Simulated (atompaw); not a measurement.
Scattering properties, PAW (atompaw) potential for Pm (Z = 61)

```
Element                 : promethium
Generator               : atompaw 4.2.0.5
Type                    : PAW
Functional              : LDA (PW92)
Relativity              : scalar-relativistic
Frozen core             : [Kr] 4d10
Valence charge          : 15
Reference configuration : 4f5 5s2 5p6 5d0 6s2 6p0
Partial waves           : 5s (bound): rc 2.25 bohr; 6s (bound): rc 3.00 bohr; 5p (bound): rc 2.35 bohr; 6p (bound, empty): rc 3.00 bohr; 5d (bound, empty): rc 2.65 bohr; 5d channel at 0.55 Ry: rc 3.00 bohr; 4f (bound): rc 1.65 bohr; 4f channel at 0.85 Ry: rc 1.65 bohr
Local potential         : bessel scheme, radius 2.70 bohr
Core correction         : smooth core density matched at 2.70 bohr
Augmentation charge     : besselshape compensation charge, radius 2.40 bohr; PAW radius 3.00 bohr; waves and projectors: custom polynom vanderbiltortho
```

The phase is arctan(r·u′/u) with u = r·R(r), unwrapped; energies in Ry, scanned from -5 to 5 Ry. A pole is an energy at which the radial function vanishes at the test radius. The pseudo phase is shifted by a multiple of π to meet the all-electron one at the reference energy, and phase errors are pseudo minus all-electron; the curves can meet again beyond the range given. Levels narrower than the energy grid can be missing from the lists of poles.

Question: For each channel, where are the poles, and over which energies does the pseudopotential scatter like the atom?

Answer:

| channel | radius (bohr) | reference energy (Ry) | poles, all-electron | poles, pseudo | unbroken range about the reference energy with phases within 0.05 rad | phase error 1 Ry above the reference energy (rad) |
| --- | --- | --- | --- | --- | --- | --- |
| s | 3.02 | -0.27 | -3.02, 2.52 | -3.02, 2.40 | below 3.8 | -0.005 |
| p | 3.02 | -0.09 | -1.49, 3.76 | -1.49, 3.80 | the whole range | +0.003 |
| d | 3.02 | -0.14 | 0.67 | 0.67 | below 2.6 | +0.000 |
| f | 3.02 | -0.17 | -0.12, 3.30 | -0.12, 3.46 | below 4.3 | +0.000 |

Phases in the d channel:

```json
{"E (Ry)": "-5.00", "all-electron": "1.419", "pseudo": "1.419"}
{"E (Ry)": "-4.52", "all-electron": "1.410", "pseudo": "1.411"}
{"E (Ry)": "-4.04", "all-electron": "1.400", "pseudo": "1.401"}
{"E (Ry)": "-3.56", "all-electron": "1.388", "pseudo": "1.388"}
{"E (Ry)": "-3.08", "all-electron": "1.373", "pseudo": "1.373"}
{"E (Ry)": "-2.60", "all-electron": "1.352", "pseudo": "1.353"}
{"E (Ry)": "-2.12", "all-electron": "1.324", "pseudo": "1.324"}
{"E (Ry)": "-1.64", "all-electron": "1.280", "pseudo": "1.280"}
{"E (Ry)": "-1.16", "all-electron": "1.199", "pseudo": "1.199"}
{"E (Ry)": "-0.68", "all-electron": "0.984", "pseudo": "0.984"}
{"E (Ry)": "-0.20", "all-electron": "-0.272", "pseudo": "-0.272"}
{"E (Ry)": "0.28", "all-electron": "-1.385", "pseudo": "-1.385"}
{"E (Ry)": "0.76", "all-electron": "-1.597", "pseudo": "-1.597"}
{"E (Ry)": "1.24", "all-electron": "-1.707", "pseudo": "-1.707"}
{"E (Ry)": "1.72", "all-electron": "-1.816", "pseudo": "-1.814"}
{"E (Ry)": "2.20", "all-electron": "-1.995", "pseudo": "-1.986"}
{"E (Ry)": "2.68", "all-electron": "-2.518", "pseudo": "-2.449"}
{"E (Ry)": "3.16", "all-electron": "-3.827", "pseudo": "-3.687"}
{"E (Ry)": "3.64", "all-electron": "-4.349", "pseudo": "-4.289"}
{"E (Ry)": "4.12", "all-electron": "-4.517", "pseudo": "-4.479"}
{"E (Ry)": "4.60", "all-electron": "-4.600", "pseudo": "-4.569"}
```
